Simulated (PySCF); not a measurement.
Vertical excitations of a molecule C₃H₃F₃ from PySCF 2.14.0 with TDA-PBE0/def2-SVPD, as energy in eV (oscillator strength): 7.67 (0.028), 7.72 (0.003), 8.02 (0.495), 8.23 (0.000), 8.93 (0.002), 9.01 (0.010), 9.37 (0.002), 9.52 (0.006), 9.73 (0.001), 9.82 (0.024). Lowest triplet (TDA): 4.36 eV. The structure is a stationary point at PBE0-D3(BJ)/def2-SVP. One conformer was computed; it need not be the lowest.

Which structure fits?
A) F/C=C\C(F)F
B) C=CC(F)(F)F
C) F[C@H]1[C@H](F)[C@H]1F
D) F[C@H]1CC1(F)F

A, F/C=C\C(F)F
